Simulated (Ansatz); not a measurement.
CH3FOSSi can be A, `OC1(F)[SiH2]S1`, or B, `O[C@@H]1S[Si@H]1F`.

Computed with Ansatz on PBE0-D4/def2-TZVP structures; ΔE is electronic, products minus reactants. CCSD(T)/CBS adds triple-zeta CCSD(T) − MP2 to the extrapolated MP2 energy (def2 sets, frozen cores). Functionals use def2-TZVPP. B3LYP here is the variant with VWN-RPA as its local correlation; programs differ in this. Each species was taken in one conformer, which may not be the lowest.

Q: Which is lower in electronic energy at CCSD(T)/CBS, and by how much? (Best estimate.)

A: Ansatz gave: B, by 48.2 kcal/mol.

Q: Give E(B) − E(A) in kcal/mol with LDA (SPW92), CCSD/def2-TZVPP, ωB97M-V, PBE-D4, B3LYP-D4, BLYP-D4, MP2/def2-TZVPP. (Estimate.)

A: Computed: LDA (SPW92) -41.5, CCSD/def2-TZVPP -47.8, ωB97M-V -45.8, PBE-D4 -43.0, B3LYP-D4 -46.0, BLYP-D4 -44.8, MP2/def2-TZVPP -49.5. None reverses the order clearly.

Q: Does the order hold for the free energy at 298.15 K (harmonic terms from PBE0-D4)? (Estimate.)

A: Computed: Yes: G(B) − G(A) = -46.3 kcal/mol, for one conformer each.

Largest T1 diagnostic: 0.014.

Leaving LDA and LC-ωPBE aside and taking each functional with its dispersion term where it has one, the values, not all of them listed here, spread over 4.8 kcal/mol, from BHLYP-D4 to revPBE-D4. LDA lies +1.6 kcal/mol from PBE without D4. From BLYP to BHLYP (50 % exact exchange), in def2-TZVPP and without D4, E(B) − E(A) moves by −2.7 kcal/mol.
